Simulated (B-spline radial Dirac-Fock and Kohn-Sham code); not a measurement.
## Dipole and non-dipole photoemission parameters of Ir⁴⁺ 4s

System: the Ir⁴⁺ ion, configuration [Xe] 4f14 5d5; threshold 731.7 eV (orbital energy of the model). The computed values come from a radial finite-basis atomic code: Dirac-Hartree-Slater photoionisation with a Latter tail; cross sections with all multipoles, angular parameters from the dipole term and its interference with E2.

For linearly polarised light dσ/dΩ = σ/(4π) [1 + β P₂(cos θ) + (δ + γ cos²θ) sin θ cos φ], with θ from the polarisation vector and φ the angle between the beam and the projection of the electron momentum on the plane normal to the polarisation.

```
hν (eV)  σ (kb)      β       γ
    753    53.6  1.739   0.644
    765    52.8  1.745   0.651
    915       ?      ?       ?
   1000    41.1  1.816   0.693
 1253.6    32.0  1.852   0.663
   2000    17.0  1.895   0.500
   2230    14.5  1.902   0.449
   2690    10.9  1.911   0.352
   3630    6.63  1.922   0.181
   4000    5.63  1.925   0.127
   6280    2.54  1.936  -0.092
   7400    1.87  1.939  -0.141
   8450    1.46  1.941  -0.164
 9251.7    1.22  1.942  -0.169
  12300   0.703  1.945  -0.115
  12600   0.670  1.945  -0.105
```

Question: Give the values at 915 eV.

Answer: σ = 45.0 kb, β = 1.796, γ = 0.691. For an s subshell δ is negligible.
